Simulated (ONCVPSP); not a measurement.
**Varying the ONCV potential for La (Z = 57)**

Base potential:

* Element: lanthanum
* Generator: ONCVPSP 4.0.1
* Type: optimised norm-conserving Vanderbilt (ONCV)
* Functional: LDA (Perdew-Zunger)
* Relativity: scalar-relativistic
* Frozen core: [Kr] 4d10
* Valence charge: 11
* Reference configuration: 5s2 5p6 5d1 6s1.75 6p0.25
* Partial waves: 5s+6s: rc 2.60 bohr, ncon 4, nbas 7, qcut 5.2 1/bohr, 2 projectors; 5p+6p: rc 3.55 bohr, ncon 4, nbas 9, qcut 4.7 1/bohr, 2 projectors; 5d: rc 2.85 bohr, ncon 4, nbas 7, qcut 3.1 1/bohr, 2 projectors, debl 1.3 Ha; f scattering state at 0.2 Ha: rc 2.75 bohr, ncon 3, nbas 7, qcut 3.8 1/bohr, 1 projector
* Local potential: polynomial inside 1.75 bohr (lpopt 1, dvloc0 4 Ha)
* Core correction: Teter function, fcfact 2, rcfact 1

In the f channel the program set the typed energies aside and used -0.179 Ha.

Cutoffs, loose and tight: the cutoffs (Ha) at which the residual kinetic energy of the hardest occupied pseudo-wave falls to 1 and 0.1 mHa per electron. They do not see the model core or the augmentation charge, which bear on the density cutoff. Test errors are all-electron minus pseudo excitation energies from the reference, over the configurations 5s2 5p6 5d1 6s2 6p0; 5s2 5p6 5d1 6s1 6p0; 5s2 5p6 5d1 6s0 6p0; 5s2 5p6 5d1 6s0 6p2. A dash means not determined; rows that change the core or the reference have their own tests.

For the base: The cutoffs count occupied waves only; projector 1 of the f channel, the hardest unoccupied one, needs 48 Ha at the loose tolerance.

| change | outcome | cutoff, loose | cutoff, tight | bound ghosts | GHOST(+) flags above zero | largest test error (meV) |
| --- | --- | --- | --- | --- | --- | --- |
| base | generated, projector energies reset by the program | 8.3 Ha | 18 Ha | none | none | -4.6 |
| all radii but the core radius scaled by about 0.80 (s 2.08, p 2.84, d 2.28, f 2.20 bohr); local potential polynomial inside 1.40 bohr (lpopt 1, dvloc0 4 Ha) | failed: ERROR pspot: first pseudo wave function has node, program will stop | – | – | – | – | – |
| all radii but the core radius scaled by about 0.86 (s 2.24, p 3.06, d 2.46, f 2.36 bohr); local potential polynomial inside 1.50 bohr (lpopt 1, dvloc0 4 Ha) | failed: ERROR pspot: first pseudo wave function has node, program will stop | – | – | – | – | – |
| all radii but the core radius scaled by about 0.92 (s 2.40, p 3.28, d 2.62, f 2.54 bohr); local potential polynomial inside 1.62 bohr (lpopt 1, dvloc0 4 Ha) | generated, projector energies reset by the program | 9.3 Ha | 20 Ha | none | s | -3.7 |
| all radii but the core radius scaled by about 1.22 (s 3.18, p 4.34, d 3.48, f 3.36 bohr); local potential polynomial inside 2.14 bohr (lpopt 1, dvloc0 4 Ha) | generated, projector energies reset by the program | 6.3 Ha | 11 Ha | none | p | -9.0 |

What comes out with this change to the base: all radii but the core radius scaled by about 1.07 (s 2.78, p 3.80, d 3.06, f 2.94 bohr); local potential polynomial inside 1.88 bohr (lpopt 1, dvloc0 4 Ha)?

outcome: generated, projector energies reset by the program; cutoff, loose: 7.4 Ha; cutoff, tight: 16 Ha; bound ghosts: none; GHOST(+) flags above zero: none; largest test error (meV): -5.4.

What comes out with this change to the base: all radii but the core radius scaled by about 1.30 (s 3.38, p 4.62, d 3.72, f 3.58 bohr); local potential polynomial inside 2.28 bohr (lpopt 1, dvloc0 4 Ha)?

outcome: generated, projector energies reset by the program; cutoff, loose: 5.1 Ha; cutoff, tight: 7.6 Ha; bound ghosts: none; GHOST(+) flags above zero: none; largest test error (meV): -14.

What comes out with this change to the base: all radii but the core radius scaled by about 1.16 (s 3.02, p 4.12, d 3.32, f 3.20 bohr); local potential polynomial inside 2.04 bohr (lpopt 1, dvloc0 4 Ha)?

outcome: generated, projector energies reset by the program; cutoff, loose: 6.7 Ha; cutoff, tight: 13 Ha; bound ghosts: none; GHOST(+) flags above zero: none; largest test error (meV): -7.3.

Reading the sweep of the scale of all radii but the core radius (base = 1) (base included, trends over the rows without a ghost): The loose cutoff falls from 9.3 Ha at 0.92 to 5.1 Ha at 1.3. A larger radius leaves more room for a smooth pseudo-wave, so fewer plane waves are needed; a smaller one forces it to follow the all-electron wave where it bends sharply. The median size of the test errors (rows with all tests solved) rises from 0.7 meV at 0.92 to 2.4 meV at 1.3. More of the atom is replaced by a form fitted at one configuration, so other configurations suffer as the radius grows. The generation fails at 0.8, 0.86.
